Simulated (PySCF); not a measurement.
Atom-mapped SMILES (the numbers label the heavy atoms): `[CH2:1]=[CH:2][Si@:3]1([Cl:4])[O:5][CH2:6][CH2:7][SiH2:8][O:9]1`; H(Xn) means a hydrogen on atom n. Ha(C1) is cis to Si3; Ha(C6), Ha(C7), Ha(Si8) are pro-R; Hb(C6), Hb(C7), Hb(Si8) are pro-S; Hb(C1) is trans to Si3.

No relativistic terms, a single conformation, in vacuum. Structure optimised with GFN2-xTB; shieldings: GIAO PBE0/pcSseg-1; PySCF 2.14.

Chemical shifts δ = σref − σ; $^{13}$C, $^{1}$H, $^{29}$Si against TMS; HCl for $^{35}$Cl; H2O for $^{17}$O, all at this level.

```
  atoms    nucleus  count  Hirshfeld charge  δ (ppm)
     C2   $^{13}$C      1             -0.14    140.3
 Ha(C6)    $^{1}$H      1              0.05     4.69
    Si3  $^{29}$Si      1              0.46    -40.3
Ha(Si8)    $^{1}$H      1             -0.08     5.41
 Ha(C7)    $^{1}$H      1              0.05        ?
    Si8  $^{29}$Si      1              0.41    -18.5
 Ha(C1)    $^{1}$H      1              0.04     6.26
     O5   $^{17}$O      1             -0.23        ?
 Hb(C1)    $^{1}$H      1              0.05     6.43
Hb(Si8)    $^{1}$H      1             -0.08        ?
     C7   $^{13}$C      1             -0.17     18.5
     C6   $^{13}$C      1              0.01        ?
 Hb(C7)    $^{1}$H      1              0.04     1.56
     C1   $^{13}$C      1             -0.08    145.7
     O9   $^{17}$O      1             -0.31        ?
    Cl4  $^{35}$Cl      1             -0.11        ?
 Hb(C6)    $^{1}$H      1              0.04     4.57
  H(C2)    $^{1}$H      1              0.05     6.15
```

Problem. Estimate the values marked ?.

Solution. 
- C6: 64.6 ppm, sp3 CH2 bonded to O; deshielded by the electronegative neighbour
- Hb(Si8): 5.29 ppm, hydrogen on a silicon bonded to C, O, in a 6-membered ring
- Ha(C7): 0.49 ppm, hydrogen on an sp3 CH2 bonded to Si; an electropositive neighbour shields it, as in TMS itself
- Cl4: 35 ppm, chlorine bonded to Si
- O5: 74.9 ppm, oxygen bonded to C, Si, in a 6-membered ring
- O9: 71.2 ppm, oxygen bonded to 2 Si, in a 6-membered ring

Shifts are as computed. Against solution values, carbons near 30 ppm lie about +3 ppm off and those near 130 ppm about +5 ppm. Of 1211 compounds with measured shifts, 218 miss one by over three times the rms of a fit or turn the order of signals round; such compounds aren't used in these exercises. Experimental scales use liquid or dissolved standards, which lie at an offset from isolated H2O (liquid H2O: subtract about 36 ppm).
